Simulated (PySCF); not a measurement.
Species: C5H6Cl2O.
Atom-mapped SMILES: `[CH2:1]=[CH:2][O:3][C:4](=[CH2:5])[CH:6]([Cl:7])[Cl:8]` (hydrogens: H9, H10 on C1; H11 on C2; H12, H13 on C5; H14 on C6)

All values: CAM-B3LYP/def2-SVPD (PySCF, non-relativistic), on one gas-phase PBE0-D3(BJ)/def2-SVP geometry that isn't relaxed in the solvent. The solvent is an IEF-PCM continuum (cavity from Bondi-type radii × 1.2). Only the electrostatic response of the medium enters.

Gas phase at CAM-B3LYP/def2-SVPD: HOMO -8.41 eV, LUMO 0.20 eV, dipole 1.93 D.

Q: What does the continuum do to the energy, the frontier levels and the dipole at CAM-B3LYP/def2-SVPD in tetrahydrofuran and dimethylsulfoxide?

A: 
```tsv
solvent	ε	E(solvent) − E(gas) (kcal/mol)	polarisation term (kcal/mol)	distortion of the solute (kcal/mol)	HOMO (eV)	LUMO (eV)	dipole (D)
tetrahydrofuran	7.426	-3.63	-3.99	0.36	-8.29	0.27	2.38
dimethylsulfoxide	46.83	-4.45	-5.00	0.55	-8.28	0.27	2.48
```

The first energy column is the sum of the next two and covers electrostatics alone. From tetrahydrofuran to dimethylsulfoxide the lowering changes by a factor 1.22, Onsager's factor (ε − 1)/(2ε + 1) by 1.19 and ε itself by 6.3.

Q: Which radius a makes the point-dipole formula ΔE = −[(ε − 1)/(2ε + 1)]·μ²/a³ give the value in dimethylsulfoxide, with the gas-phase dipole?

A: μ = 0.758 au and |ΔE| = 0.00709 Eh give a = 1.80 Å; the farthest nucleus lies 3.64 Å from the centroid of the nuclei, so such a sphere wouldn't even hold the nuclei. The formula assumes a rigid point dipole at the centre of a sphere.

Q: How does the static polarisability (CAM-B3LYP/def2-SVPD, frozen core, with the continuum's full static response) change?

A: 
```tsv
medium	isotropic (au)	principal values (au)	⟨r²⟩ of the electrons (bohr²)
gas	95.3	74.8, 92.8, 118.5	1626.1
tetrahydrofuran	121.9	98.0, 121.0, 146.8	1625.7
dimethylsulfoxide	129.3	105.7, 128.4, 153.7	1625.6
```

The isotropic value in dimethylsulfoxide is 1.36 times the gas-phase one; no cavity-field correction is applied. ⟨r²⟩ is taken about the centre of nuclear charge.

Conformer computed: `[CH2:1]=[CH:2][O:3][C:4](=[CH2:5])[CH:6]([Cl:7])[Cl:8]`: C1–C2–O3–C4 150°, C2–O3–C4–C5 -26°, O3–C4–C6–Cl7 165°.
